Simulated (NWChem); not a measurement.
System: Si2NH5, singlet; SMILES N[Si][SiH3]

NWChem input:

```
start job
memory heap 200 mb stack 900 mb global 1100 mb
geometry units angstroms noautosym nocenter noautoz
  Si    -0.878398     0.845898    -0.002946
  N      0.675731     1.623715     0.000647
  H      0.753523     2.646660     0.000776
  H      1.601565     1.180565     0.002906
  Si     0.045037    -1.400755    -0.001227
  H      1.562743    -1.414699     0.003887
  H     -0.406570    -2.183036    -1.213609
  H     -0.414852    -2.185279     1.206558
end
basis spherical
  Si library 6-31g*
  N library 6-31g*
  H library 6-31g*
end
dft
  xc xpbe96 cpbe96
  iterations 150
end
cosmo
  do_cosmo_smd true
  solvent benzene
end
task dft energy
```

Output (shortened):

```
             Northwest Computational Chemistry Package (NWChem) 7.3.0
             --------------------------------------------------------

                             Geometry "geometry" -> ""
                             -------------------------

 Output coordinates in angstroms (scale by  1.889725989 to convert to a.u.)

  No.       Tag          Charge          X              Y              Z
 ---- ---------------- ---------- -------------- -------------- --------------
    1 Si                  14.0000    -0.87839800     0.84589800    -0.00294600
    2 N                    7.0000     0.67573100     1.62371500     0.00064700
    3 H                    1.0000     0.75352300     2.64666000     0.00077600
    4 H                    1.0000     1.60156500     1.18056500     0.00290600
    5 Si                  14.0000     0.04503700    -1.40075500    -0.00122700
    6 H                    1.0000     1.56274300    -1.41469900     0.00388700
    7 H                    1.0000    -0.40657000    -2.18303600    -1.21360900
    8 H                    1.0000    -0.41485200    -2.18527900     1.20655800

 Effective nuclear repulsion energy (a.u.)     132.9391981266

  pbe96 is a nonlocal functional; adding pw91lda local functional.

                                 NWChem DFT Module
                                 -----------------

 Summary of "ao basis" -> "ao basis" (spherical)
 ------------------------------------------------------------------------------
       Tag                 Description            Shells   Functions and Types
 ---------------- ------------------------------  ------  ---------------------
 Si                          6-31g*                  8       18   4s3p1d
 N                           6-31g*                  6       14   3s2p1d
 H                           6-31g*                  2        2   2s

 in cosmo_initialize ...
 calling solv_data for solv:benzene

 solvent parameters
 solvname_short: benzene
 solvname_long:  benzene
 dielec:        2.2706
 dielecinf:     2.2533
 nonaqueous SMD model solvent descriptors
 dielec:        2.2706
 sola:          0.0000
 solb:          0.1400
 solc:          1.0000
 solg:         40.6200
 solh:          0.0000
 soln:          1.5011

          ---------------
          -cosmo- solvent
          ---------------
 Cosmo: York-Karplus, doi: 10.1021/jp992097l
 dielectric constant -eps-     =   2.27
 screen = (eps-1)/(eps    )    =   0.55959
 surface charge correction     = lagrangian

   van der Waals surface
 --------------------------

 ---------- ATOMIC COORDINATES (A.U.) ------------ VDWR(ANG.) --
     1   -1.65993153    1.59851543   -0.00556713     2.470
     2    1.27694643    3.06837643    0.00122265     1.890
     3    1.42395200    5.00146218    0.00146643     1.200
     4    3.02651900    2.23094436    0.00549154     1.200
     5    0.08510759   -2.64704313   -0.00231869     2.470
     6    2.95315606   -2.67339347    0.00734536     1.200
     7   -0.76830590   -4.12533986   -2.29338847     1.200
     8   -0.78395661   -4.12957852    2.28006401     1.200
 number of segments per atom =        128
 number of   points per atom =        128
 atom (   nspa,  nppa )
 ----------------------
    1 (     84,     0 )       0
    2 (     56,     0 )       0
    3 (     42,     0 )       0
    4 (     44,     0 )       0
    5 (     92,     0 )       0
    6 (     36,     0 )       0
    7 (     34,     0 )       0
    8 (     34,     0 )       0
 number of -cosmo- surface points =      422
 molecular surface =    126.839 angstrom**2
 molecular volume  =    117.154 angstrom**3
 -lineq- algorithm             =   0
 -bem- low  level              =   3
 -bem- from -octahedral-
 gaussian surface charge width =   4.50000
 degree of switching           =   1.00000
 switching function tolerance  =   0.00010
 atomic radii =
 --------------
    1 14.000  2.470
    2  7.000  1.890
    3  1.000  1.200
    4  1.000  1.200
    5 14.000  2.470
    6  1.000  1.200
    7  1.000  1.200
    8  1.000  1.200
 ...... end of -cosmo- initialization ......

 nat:                     8
 ixmem:                  3618
 calling mnsol_interface()
 G(SMD-CDS) energy (kcal/mol)  =    -0.261
 SMD-CDS SASA (angstrom**2)    =   143.691

            General Information
            -------------------
          SCF calculation type: DFT
          Wavefunction type:  closed shell.
          No. of atoms     :     8
          No. of electrons :    40
           Alpha electrons :    20
            Beta electrons :    20
          Charge           :     0
          Spin multiplicity:     1
          Use of symmetry is: off; symmetry adaption is: off
          Maximum number of iterations: 150
          AO basis - number of functions:    60
                     number of shells:    32
          Convergence on energy requested:  1.00D-06
          Convergence on density requested:  1.00D-05
          Convergence on gradient requested:  5.00D-04

              XC Information
              --------------
          PerdewBurkeErnzerhof Exchange Functional  1.000
            Perdew 1991 LDA Correlation Functional  1.000 local
           PerdewBurkeErnz. Correlation Functional  1.000 non-local

             Grid Information
             ----------------
          Grid used for XC integration:  medium
          Radial quadrature: Mura-Knowles
          Angular quadrature: Lebedev.
          Tag              B.-S. Rad. Rad. Pts. Rad. Cut. Ang. Pts.
          ---              ---------- --------- --------- ---------
          Si                  1.10       88          10.0       590
          N                   0.65       49          10.0       434
          H                   0.35       45          12.0       434
          Grid pruning is: on
          Number of quadrature shells:   450
          Spatial weights used:  Erf1

      Superposition of Atomic Density Guess
      -------------------------------------

 Sum of atomic energies:        -634.41951598

      Non-variational initial energy
      ------------------------------

 Total energy =    -635.263534
 1-e energy   =   -1141.747370
 2-e energy   =     373.544638
 HOMO         =      -0.201792
 LUMO         =      -0.049848

   convergence    iter        energy       DeltaE   RMS-Dens  Diis-err
 ---------------- ----- ----------------- --------- --------- ---------
     COSMO gas phase
 d= 0,ls=0.0,diis     1   -636.2684932296 -7.69D+02  1.63D-02  3.15D-01
 d= 0,ls=0.0,diis     2   -636.1469497114  1.22D-01  1.37D-02  1.12D+00
 d= 0,ls=0.0,diis     3   -636.2905800791 -1.44D-01  3.51D-03  1.07D-01
 d= 0,ls=0.0,diis     4   -636.3051285860 -1.45D-02  1.12D-03  8.81D-04
 d= 0,ls=0.0,diis     5   -636.3052759046 -1.47D-04  3.87D-04  3.08D-04
  Resetting Diis
 d= 0,ls=0.0,diis     6   -636.3053446420 -6.87D-05  3.15D-05  4.95D-06
 d= 0,ls=0.0,diis     7   -636.3053452758 -6.34D-07  2.29D-05  2.25D-07
 d= 0,ls=0.0,diis     8   -636.3053451232  1.53D-07  1.39D-05  1.32D-06
 d= 0,ls=0.0,diis     9   -636.3053453142 -1.91D-07  3.89D-06  2.97D-08

   convergence    iter        energy       DeltaE   RMS-Dens  Diis-err
 ---------------- ----- ----------------- --------- --------- ---------
     COSMO solvation phase
 d= 0,ls=0.0,diis     1   -636.3094878486 -4.14D-03  2.02D-03  7.62D-04
 d= 0,ls=0.0,diis     2   -636.3096171687 -1.29D-04  6.88D-04  1.13D-03
 d= 0,ls=0.0,diis     3   -636.3097650103 -1.48D-04  1.94D-04  6.34D-04
 d= 0,ls=0.0,diis     4   -636.3098361749 -7.12D-05  7.64D-05  4.36D-06
 d= 0,ls=0.0,diis     5   -636.3098369472 -7.72D-07  2.90D-05  1.10D-06
 d= 0,ls=0.0,diis     6   -636.3098371550 -2.08D-07  6.72D-06  4.65D-08

         Total DFT energy =     -636.309837155022
      One electron energy =    -1144.586020789788
           Coulomb energy =      425.528236215412
    Exchange-Corr. energy =      -50.146587740264
 Nuclear repulsion energy =      132.939198126597

             COSMO energy =       -0.044662966979

 Numeric. integr. density =       40.000055591103

                                COSMO-SMD solvation results
                                ---------------------------

             internal energy in gas <Psi(g)|H|Psi(g)> =      -636.305345314162
         internal energy in solvent <Psi(s)|H|Psi(s)> =      -636.304943278578
                               delta internal energy  =         0.000402035585 (    0.25 kcal/mol)
   total free energy in solvent <Psi(s)|H+V/2|Psi(s)> =      -636.309420747907
 polarization energy contribution <Psi(s)|V/2|Psi(s)> =        -0.004477469329 (   -2.81 kcal/mol)
    total free energy in solvent including G(SMD-CDS) =      -636.309837155022
                       G(SMD-CDS) energy contribution =        -0.000416407115 (   -0.26 kcal/mol)
     1 M fixed-concentration free energy of solvation =        -0.004491840859 (   -2.82 kcal/mol)

                       DFT Final Molecular Orbital Analysis
                       ------------------------------------

 Vector   18  Occ=2.000000D+00  E=-2.858511D-01
              MO Center= -2.6D-01, -4.2D-01, -1.5D-03, r^2= 4.0D+00
   Bfn.  Coefficient  Atom+Function         Bfn.  Coefficient  Atom+Function
  ----- ------------  ---------------      ----- ------------  ---------------
     6      0.293950  1 Si s                 44      0.293646  5 Si py
    10      0.214952  1 Si s                  8     -0.207699  1 Si py
    24     -0.187731  2 N  s                 21      0.185228  2 N  px
    22      0.163529  2 N  py                 7     -0.160118  1 Si px
    58     -0.157187  7 H  s                 60     -0.157394  8 H  s

 Vector   19  Occ=2.000000D+00  E=-2.583673D-01
              MO Center=  4.1D-01,  1.3D+00, -1.3D-04, r^2= 2.0D+00
   Bfn.  Coefficient  Atom+Function         Bfn.  Coefficient  Atom+Function
  ----- ------------  ---------------      ----- ------------  ---------------
    23      0.531041  2 N  pz                27      0.437934  2 N  pz
     9      0.222247  1 Si pz                13      0.122150  1 Si pz
    58      0.094911  7 H  s                 60     -0.094731  8 H  s
     5     -0.092589  1 Si pz                45     -0.068951  5 Si pz
    57      0.059396  7 H  s                 59     -0.059259  8 H  s

 Vector   20  Occ=2.000000D+00  E=-1.872545D-01
              MO Center= -8.0D-01,  4.5D-01, -2.9D-03, r^2= 3.7D+00
   Bfn.  Coefficient  Atom+Function         Bfn.  Coefficient  Atom+Function
  ----- ------------  ---------------      ----- ------------  ---------------
    10      0.433432  1 Si s                  7     -0.321633  1 Si px
    44     -0.312250  5 Si py                 8      0.293250  1 Si py
     6      0.250012  1 Si s                 48     -0.193305  5 Si py
    42     -0.172169  5 Si s                 11     -0.166633  1 Si px
    46     -0.164002  5 Si s                  2     -0.132498  1 Si s

 Vector   21  Occ=0.000000D+00  E=-9.416096D-02
              MO Center= -6.5D-01,  7.4D-01, -2.4D-03, r^2= 3.2D+00
   Bfn.  Coefficient  Atom+Function         Bfn.  Coefficient  Atom+Function
  ----- ------------  ---------------      ----- ------------  ---------------
     9      0.550075  1 Si pz                13      0.491251  1 Si pz
    27     -0.333031  2 N  pz                23     -0.303558  2 N  pz
     5     -0.198194  1 Si pz                58      0.178016  7 H  s
    60     -0.177701  8 H  s                 49      0.110260  5 Si pz
    57      0.066240  7 H  s                 59     -0.066118  8 H  s

 Vector   22  Occ=0.000000D+00  E=-2.280080D-02
              MO Center= -3.9D-01,  4.7D-01, -2.0D-03, r^2= 5.5D+00
   Bfn.  Coefficient  Atom+Function         Bfn.  Coefficient  Atom+Function
  ----- ------------  ---------------      ----- ------------  ---------------
    12      0.826545  1 Si py                24     -0.684750  2 N  s
    48      0.626669  5 Si py                46      0.557150  5 Si s
    56     -0.445299  6 H  s                  8      0.321034  1 Si py
    36      0.203373  4 H  s                 11      0.192969  1 Si px
    44      0.192999  5 Si py                10     -0.174556  1 Si s

 Vector   23  Occ=0.000000D+00  E= 1.618185D-02
              MO Center= -3.2D-01, -7.9D-01, -2.1D-03, r^2= 5.8D+00
   Bfn.  Coefficient  Atom+Function         Bfn.  Coefficient  Atom+Function
  ----- ------------  ---------------      ----- ------------  ---------------
    10      1.242244  1 Si s                 47      0.916816  5 Si px
    48     -0.887274  5 Si py                46     -0.850441  5 Si s
    12     -0.710762  1 Si py                11      0.662940  1 Si px
    56     -0.542846  6 H  s                 24     -0.382972  2 N  s
    36     -0.284528  4 H  s                  8     -0.261835  1 Si py

     Multipole analysis of the density
     ---------------------------------

     L   x y z        total         alpha         beta         nuclear
     -   - - -        -----         -----         ----         -------
     0   0 0 0     -0.000000    -20.000000    -20.000000     40.000000

     1   1 0 0      0.891935      4.074740      4.074740     -7.257546
     1   0 1 0      0.803711     -1.149816     -1.149816      3.103342
     1   0 0 1      0.002259      0.051561      0.051561     -0.100864

     2   2 0 0    -26.575762    -48.890000    -48.890000     71.204238
     2   1 1 0      3.819429      2.154237      2.154237     -0.489046
     2   1 0 1     -0.001897     -0.077195     -0.077195      0.152494
     2   0 2 0    -24.894216   -147.939308   -147.939308    270.984399
     2   0 1 1      0.006751     -0.013051     -0.013051      0.032852
     2   0 0 2    -26.331793    -18.395361    -18.395361     10.458928
```

Level: PBE/6-31G* (spherical d), SMD on the gas-phase geometry. Low-valent species are run as closed-shell singlets; no triplet was tried in these runs. Structure relaxed at the PBE-D3(BJ)/def2-SVP level. Solvent: benzene.
